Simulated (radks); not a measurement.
Values are calculated unless marked as measured or tabulated.
Question: The ruthenium ion Ru4+, 40 electrons, occupied as [Kr] 4d4 (the NIST ground configuration). Code: a radial shooting solver on a logarithmic mesh with Libxc functionals. Model: Dirac Kohn-Sham, PBEsol, spin-unpolarised, spherical densities, finite nucleus; open shells fill j = l - 1/2 first; Fermi nuclear charge, rms radius 4.4809 fm. Some entries of the table are withheld. Estimate them.

orbital  occ.  eigenvalue (Ry)  r(max) (bohr)  <1/r> (bohr^-1)
1s1/2       2        -1614.361        0.02172            45.86
2s1/2       2        -235.3996         0.1231            10.49
2p1/2       2        -217.8461        0.09550            10.47
2p3/2       4        -208.2329        0.09949            9.918
3s1/2       2        -44.59729         0.3619            3.624
3p1/2       2        -37.78886            (1)              (2)
3p3/2       4        -36.15600            (3)              (4)
3d3/2       4        -24.09681            (5)            3.217
3d5/2       6        -23.77834            (6)            3.183
4s1/2       2         -9.31825         0.9098            1.372
4p1/2       2         -7.24942         0.9575            1.260
4p3/2       4         -6.98508         0.9811            1.222
4d3/2       4         -3.82272          1.141           0.9652
4d5/2       0         -3.78893          1.150           0.9567
5s1/2       0         -2.87560          2.186           0.5569
5p1/2       0         -2.33592          2.451           0.4942
5p3/2       0         -2.28884          2.503           0.4839

Answer: 
(1) 3p1/2 r(max) (bohr): 0.3486
(2) 3p1/2 <1/r> (bohr^-1): 3.527
(3) 3p3/2 r(max) (bohr): 0.3582
(4) 3p3/2 <1/r> (bohr^-1): 3.393
(5) 3d3/2 r(max) (bohr): 0.2992
(6) 3d5/2 r(max) (bohr): 0.3020
